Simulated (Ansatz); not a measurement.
Start from `[CH3][AlH][SiH2][SnH3]` and change one atom or group to get `[CH3][AlH][SiH2]Cl`.

Ansatz, PBE0-D4/def2-TZVP geometries, multiplicity 1. Each molecule was computed in one conformer, which needn't be the lowest.

Elements past krypton have def2 core potentials.

```csv
property,`[CH3][AlH][SiH2][SnH3]`
HOMO–LUMO gap (ωB97M-V/def2-TZVPP) / eV,8.84
size of the dipole moment (ωB97M-V/def2-TZVPP) / D,1.69
HOMO energy (B3LYP/def2-TZVPP) / eV,-6.97
HOMO–LUMO gap (PBE/def2-TZVPP) / eV,3.56
HOMO energy (ωB97M-V/def2-TZVPP) / eV,-9.08
LUMO energy (PBE/def2-TZVPP) / eV,-2.61
```

Task: Give the same properties after the change, and the shifts. (Best estimate.)

Result: Ansatz gave: 
| property | `[CH3][AlH][SiH2]Cl` | shift |
| --- | --- | --- |
| HOMO–LUMO gap (ωB97M-V/def2-TZVPP) / eV | 9.04 | 0.20 |
| size of the dipole moment (ωB97M-V/def2-TZVPP) / D | 1.79 | 0.10 |
| HOMO energy (B3LYP/def2-TZVPP) / eV | -7.16 | -0.19 |
| HOMO–LUMO gap (PBE/def2-TZVPP) / eV | 3.55 | -0.01 |
| HOMO energy (ωB97M-V/def2-TZVPP) / eV | -9.35 | -0.27 |
| LUMO energy (PBE/def2-TZVPP) / eV | -2.69 | -0.08 |

With PBE0 the HOMO falls by 0.19 eV and the LUMO falls by 0.09 eV, so the gap widens by about 0.10 eV. PBE moves the HOMO by -0.08 eV and ωB97M-V by -0.27 eV. Dipoles are sizes alone; their direction can turn.

B3LYP here is the variant with VWN-RPA as its local correlation; programs differ in this.
